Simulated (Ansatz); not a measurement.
Cost and result for the atomization energy of C4H7FSi (`C=C[SiH](F)C=C`) (13 atoms, 12 bonds).

Z-matrix (Å, degrees):
```
Si
C 1 1.850
C 1 1.852 2 111.7
F 1 1.606 2 110.0 3 119.4
H 1 1.486 2 108.9 3 -124.0
C 2 1.331 1 121.7 3 118.9
H 2 1.089 1 119.8 3 -60.2
C 3 1.331 1 122.8 2 -13.4
H 3 1.089 1 118.9 2 167.8
H 6 1.087 2 121.5 1 1.2
H 6 1.087 2 122.5 1 -179.0
H 8 1.087 3 121.7 1 1.0
H 8 1.087 3 122.3 1 -178.7
```

Total charge 0; spin multiplicity 1. The structure was optimised at the PBE0-D4/def2-TZVP level. It is one conformer, not always the lowest. Program: Ansatz. All runs use 4 threads of an Arm Neoverse V2 on a shared host. Times are those of one run each, without the atoms' runs, and a repeat can differ threefold. Electronic energies, without spin–orbit coupling; frozen cores. CCSD(T)/CBS adds CCSD(T) − MP2 in def2-TZVPP to the MP2 limit, and its time is that of the two runs behind it. T1 = 0.012. B3LYP takes the VWN-RPA correlation (the form of Gaussian; ORCA's B3LYP/G). HSE06 is the plane-wave form, built on full-range PBE exchange.

CCSD(T)/CBS is a level of theory with its own doubt, some kJ/mol a heavy atom from the limit and from the frozen cores, so smaller differences don't rank the functionals.

| level | functions | wall time |
| --- | --- | --- |
| revPBE-D4/def2-TZVPP | 295 | 2.2 s |
| PBE-D4/def2-TZVPP (with forces) | 295 | 2.8 s |
| BHLYP-D4/def2-TZVPP | 295 | 3.6 s |
| HSE06-D4/def2-TZVPP | 295 | 3.7 s |
| CAM-B3LYP-D4/def2-TZVPP | 295 | 4 s |
| r2SCAN-D4/def2-TZVPP (with forces) | 295 | 5.5 s |
| B3LYP-D4/def2-TZVPP (with forces) | 295 | 6 s |
| r2SCANh-D4/def2-TZVPP | 295 | 6 s |
| CCSD(T)/def2-SVP | 123 | 9.5 s |
| B97M-V/def2-TZVPP | 295 | 10 s |
| MP2/def2-QZVPP | 565 | 29 s |
| CCSD(T)/def2-TZVPP | 295 | 13 min |
| CCSD(T)/CBS(def2) | – | 13 min |

**Question.** What atomization energy does each give, and how far from CCSD(T)/CBS? (Estimate.)

**Answer.** Computed: 
```csv
level,atomization (kcal/mol),difference from CCSD(T)/CBS,per bond
revPBE-D4/def2-TZVPP,1278.0,-6.0,-0.5
PBE-D4/def2-TZVPP (with forces),1307.7,23.7,2.0
BHLYP-D4/def2-TZVPP,1250.7,-33.3,-2.8
HSE06-D4/def2-TZVPP,1288.0,4.0,0.3
CAM-B3LYP-D4/def2-TZVPP,1288.4,4.4,0.4
r2SCAN-D4/def2-TZVPP (with forces),1286.0,2.0,0.2
B3LYP-D4/def2-TZVPP (with forces),1283.8,-0.2,0.0
r2SCANh-D4/def2-TZVPP,1278.8,-5.2,-0.4
CCSD(T)/def2-SVP,1219.9,-64.1,-5.3
B97M-V/def2-TZVPP,1285.8,1.8,0.2
MP2/def2-QZVPP,1293.4,9.4,0.8
CCSD(T)/def2-TZVPP,1253.1,-30.9,-2.6
CCSD(T)/CBS(def2),1284.0,0.0,0.0
```

In def2-TZVPP, CCSD(T) changes the Hartree–Fock value by +286.3 kcal/mol (the triples alone add +18.6 kcal/mol) and MP2 by +308.1 kcal/mol; breaking electron pairs costs correlation energy, which Hartree–Fock lacks. At CCSD(T), def2-SVP lies −64.1 kcal/mol from the extrapolated value and def2-TZVPP −30.9 kcal/mol: correlation converges slowly with the basis, and small sets miss more of it in the bonded molecule than in its fragments. The D4 term adds +10.7 kcal/mol with B3LYP and +5.7 kcal/mol with PBE0; it sums over pairs of atoms, weighted by their polarisabilities, and B3LYP, whose exchange is more repulsive, gets the larger term.
